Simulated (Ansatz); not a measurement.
Ansatz results at the PBE0-D4/def2-TZVP geometry: HOMO energy (PBE0/def2-TZVPP) -8.23 eV; HOMO–LUMO gap (PBE0/def2-TZVPP) 9.64 eV; HOMO energy (ωB97M-V/def2-TZVPP) -10.68 eV.

Each molecule was computed in one conformer, which needn't be the lowest.

Task: Which molecule gave them?
A. `[F][Al]1[CH]=[N]1`
B. `C[C@@H]1O[C@H]1F`
C. `FCC1CO1`
D. `BC(B)=C=C`

Result: C. The others give `BC(B)=C=C`: -7.83, 5.46, -10.04; `C[C@@H]1O[C@H]1F`: -8.53, 9.96, -10.92; `[F][Al]1[CH]=[N]1`: -5.90, 4.01, -8.09.
